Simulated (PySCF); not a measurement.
Ligands exchanged one at a time, Sn OCH3-H. Gas-phase values, no solvent. One relaxed conformer stands for each flexible species; it need not be the lowest. Strings in code marks are SMILES.

Quantity: redistribution energy (mixed species minus the weighted end members), in kJ/mol.

A: 1 of 4 OCH3 replaced by H: `C[O][SnH]([O]C)[O]C`
B: 3 of 4 OCH3 replaced by H: `C[O][SnH3]`
C: 2 of 4 OCH3 replaced by H: `[SnH2]([O]C)[O]C` (C–O–Sn–O torsion 60°, O–Sn–O–C torsion 60°)

**Question.** Order them by redistribution energy (mixed species minus the weighted end members) (lowest first) at the level B3LYP/LANL2DZ // B3LYP-D3(BJ)/def2-SVP (PySCF).

**Answer.** A (5.25 kJ/mol), C (13.69 kJ/mol), B (18.97 kJ/mol)
